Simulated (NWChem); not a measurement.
# Extrapolating the UMP2 correlation energy of C$_{2}$H$_{4}$N

SMILES: [CH]=NC
```xyz
7

C     -1.2992     0.2369     0.0000
N     -0.1052     0.4817     0.0000
C      1.0466    -0.3813     0.0000
H     -1.8602    -0.7242     0.0000
H      1.6644    -0.1633    -0.8843
H      1.6644    -0.1633     0.8843
H      0.7834    -1.4552     0.0000
```
Charge 0, spin multiplicity 2.

Everything below was run with NWChem. Structure: optimised with UPBE0/def2-SVP, a minimum by its harmonic frequencies.

The correlated methods keep 3 core orbitals frozen. The structure started from a generated list of species. The unpaired electrons of the parent sit in orbitals of symmetry a' (Cs labels of the run); other states weren't searched. The stability of the SCF solutions was not checked. Open-shell Hartree-Fock references start from PBE0 orbitals; any time given for them includes that run.

Worked example. The UMP2 correlation energy is -410.42 mHa in cc-pVDZ and -505.42 mHa in cc-pVTZ. The form E(X) = E∞ + A/X³ turns the pair into an estimate of the basis-set limit.

E∞ = (3³·(-505.42) − 2³·(-410.42))/(3³ − 2³) = -545.4 mHa. The larger basis holds 93 % of that, at about 7 times the processor time of the smaller one. This is a two-point estimate, and a rough one from so small a pair.
